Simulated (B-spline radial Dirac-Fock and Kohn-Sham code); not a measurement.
**Relativistic shifts of the levels of Cs⁺**

System: Cs⁺, 1s2 2s2 2p6 3s2 3p6 3d10 4s2 4p6 4d10 5s2 5p6.

Both columns are ΔSCF binding energies of the configuration average from a B-spline atomic structure program: non-relativistic Hartree-Fock with a point nucleus, and Dirac-Fock with a finite nucleus and the Coulomb interaction alone, averaged over the two j levels with weights 2j+1.

```csv
shell,Hartree-Fock (eV),Dirac-Fock (eV),shift (eV),shift (%)
1s,34574.3,36125.6,+1551.32,+4.49
2s,5361.8,5747.3,+385.56,+7.19
2p,5036.6,5151.4,+114.85,+2.28
3s,1151.2,1234.7,+83.53,+7.26
3p,1012.0,1038.0,+25.96,+2.57
3d,755.3,743.9,-11.46,-1.52
4s,235.9,253.0,+17.12,+7.26
4p,183.7,187.6,+3.94,+2.15
4d,91.93,88.58,-3.35,-3.65
5s,37.48,39.68,+2.20,+5.88
5p,22.70,22.79,+0.10,+0.43
```

Relativity binds 1s, 2s, 2p, 3s, 3p, 4s, 4p, 5s, 5p more strongly, among those listed most of all 4s in relative terms, and 3d, 4d more weakly, because the contracted s and p shells screen the nucleus better.

Values without a named source are computed, but for edge energies of neutral atoms, which are taken from tables.
